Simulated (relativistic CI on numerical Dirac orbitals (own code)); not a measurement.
# What each ingredient does to the levels of La⁴⁹⁺

Base calculation: Dirac-Coulomb-Breit CI, KLI orbitals optimised for each configuration, model QED (radiative potential, 1s self-energy scaled to tabulated hydrogen-like ionisation energies), unscaled Slater integrals.

Configuration list (outside the closed core 1s2): 2s2.2p4, 2s.2p5, 2p6, 2p5.3s, 2p5.3p, 2p5.3d, 2s2.2p3.3s, 2s2.2p3.3p, 2s2.2p3.3d, 2s.2p4.3s, 2s.2p4.3p, 2s.2p4.3d, 2s2.2p3.4s, 2s2.2p3.4p, 2s2.2p3.4d, 2s2.2p3.4f, 2s.2p4.4s, 2s.2p4.4p, 2s.2p4.4d, 2s2.2p2.3s2, 2s.2p4.4f, 2s2.2p2.3s.3p, 2s2.2p3.5s, 2s2.2p3.5p, 2s2.2p3.5d, 2s2.2p2.3s.3d, 2s2.2p2.3p2, 2s2.2p3.5f, 2s2.2p3.5g, 2s2.2p2.3p.3d, 2s.2p3.3s2, 2s2.2p2.3d2, 2s.2p3.3s.3p, 2s.2p3.3s.3d, 2s.2p3.3p2, 2s.2p4.5s. Levels of other configurations are missing.

Variants: (1) Breit term removed; (2) configuration mixing switched off. Shifts of the energy above 2s2.2p4 3P_2, in eV, for the lowest level and the first level of each name with at least 55 % of one term (blank where a level changes its place among those of its configuration and J or its character, or is not in the variant):

```csv
Level,Base,Δ(1),Δ(2)
2s2.2p4 3P_2,0.00,0.00,0.00
2s2.2p4 1S_0,41.31,-3.66,+2.62
2s2.2p4 3P_1,426.46,+4.00,-0.06
2s2.2p4 1D_2,443.82,+7.42,-0.06
2s.2p5 3P°_2,707.25,-0.56,-0.16
2s.2p5 1P°_1,765.53,-1.52,+0.16
2s2.2p4 3P_0,885.35,+9.40,+3.65
2s.2p5 3P°_0,1142.23,+3.62,-0.19
2s.2p5 3P°_1,1175.38,+5.30,+0.04
2p6 1S_0,1506.05,-2.99,-5.86
2s2.2p3.3p 3P_0,5247.14,+3.97,+1.13
2s2.2p3.3d 3P°_0,5306.45,+3.92,+0.85
2s2.2p3.3s 3D°_3,5437.38,+16.10,+0.53
2s2.2p3.3s 1D°_2,5443.18,+15.59,+1.04
```

At this charge energies of transitions that change n are usually good to better than 1 %, and those within a shell (Δn = 0) to a few per cent.

Ionisation energy from the two ground configurations alone: base 9183.57 eV; Breit term removed 9191.34 eV. The NIST ASD value (theoretical) is 9184 eV.

LS names give the leading component of a level, which can be under half, so a name can repeat, a term be missing and a line seem to break the LS rules.
